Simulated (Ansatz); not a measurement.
W(OH)3(H)3 (H6O3W), SMILES [OH][WH3]([OH])[OH], multiplicity 1.

Coordinates come from a B3LYP-D3(BJ)/def2-SVP optimisation. The spin state was assumed, not searched. The structure was generated by enumeration; whether it is a known compound was not checked. The def2 effective core potentials stand for the cores of W; spin–orbit coupling is left out. One conformer was computed; it need not be the lowest.

Two levels are set side by side: PBE/def2-SVPD (Ansatz, a quantum-chemistry and plane-wave program) and CAM-B3LYP/def2-SVPD (Ansatz). Energy differences of separate SCF runs at the same geometry; the states with an electron removed or added have multiplicity 2 and 2. Differences are taken from unrounded values.

```json
[
 {"quantity": "vertical ionisation energy (eV)", "CAM-B3LYP": "10.27"},
 {"quantity": "vertical singlet–triplet gap (eV)", "CAM-B3LYP": "4.18"}
]
```

**Question.** What does PBE give, and how far is it from CAM-B3LYP? (Estimate from the structure and the level; the computed values follow.)

**Answer.** 
```json
[
 {"quantity": "vertical ionisation energy (eV)", "PBE": "9.77", "PBE minus CAM-B3LYP": "-0.50"},
 {"quantity": "vertical singlet–triplet gap (eV)", "PBE": "4.22", "PBE minus CAM-B3LYP": "0.04"}
]
```
